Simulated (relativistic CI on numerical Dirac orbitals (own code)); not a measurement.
What each ingredient does to the levels of Tl¹⁶⁺

Base calculation: Dirac-Coulomb-Breit CI, KLI orbitals optimised for each configuration, model QED (radiative potential, 1s self-energy scaled to tabulated hydrogen-like ionisation energies), unscaled Slater integrals.

Configurations in the expansion (outside the closed core [Kr] 4d10): 4f14 5s2 5p3, 4f14 5s 5p4, 4f14 5s2 5p2 5d, 4f13 5s2 5p4, 4f14 5s 5p3 5d, 4f14 5s2 5p2 5f, 4f14 5s2 5p2 5g, 4f14 5s 5p3 5f, 4f14 5s2 5p2 6s, 4f13 5s2 5p3 5d, 4f14 5p5, 4f13 5p6, 4f14 5s2 5p 5d2, 4f14 5s2 5d3, 4f14 5s 5p 5d3, 4f14 5s2 5d2 5f, 4f14 5s2 5d2 5g, 4f14 5s2 5p 5f2, 4f14 5s2 5d 5f2, 4f14 5s 5p 5d 5f2, 4f14 5s2 5f3, 4f14 5s2 5f2 5g. Double excitations out of closed p, d and f shells are left out; levels of such configurations are missing from the list, as are those of other unlisted configurations, and high levels can miss mixing partners. Some configurations lack a partner that the ground configuration has and come out too high, among them 4f13 5s2 5p3 5d, 4f14 5s 5p3 5f, 4f14 5s2 5p2 6s.

The lowest level and the first level of each name with at least 55 % of one term (blank where a level has no safe partner in the second run):

```csv
Level,Base (cm⁻¹),Shift (cm⁻¹)
4f14 5s2 5p3 2P°_3/2,0,0
4f14 5s2 5p3 2D°_5/2,206282,-117
4f14 5s2 5p3 2P°_1/2,233149,-137
4f14 5s 5p4 4P_5/2,534605,-164
4f13 5s2 5p4 4G°_11/2,633256,+17786
4f13 5s2 5p4 2D°_3/2,636672,+17861
4f13 5s2 5p4 4D°_1/2,673002,+18877
4f14 5s2 5p2 5d 4D_1/2,741343,-284
4f13 5s2 5p4 2H°_11/2,869492,+20009
4f13 5s2 5p4 4F°_3/2,885286,+21053
4f14 5s2 5p2 5d 2P_1/2,900057,-89
4f13 5s2 5p4 2H°_9/2,905814,+20979
4f13 5s2 5p4 2P°_1/2,920389,+20955
```

At this charge transitions that keep the count of f electrons are usually good to a few per cent. Levels that differ in their count of f electrons can be misplaced by several ten thousand cm⁻¹, since the correlation energy of f electrons is missing or only estimated; rates across such gaps can be off by orders of magnitude.

Task: One thing was changed in a second run, which moved the levels as shown. Which?
A. Breit term removed
B. QED terms removed
C. configuration mixing switched off
D. one mean potential for all configurations

Result: D. One mean potential for all configurations. One potential for all configurations removes the relaxation of the orbitals, which moves whole configurations and changes the integrals a little.

LS names give the leading component of a level, which can be under half, so a name can repeat, a term be missing and a line seem to break the LS rules.
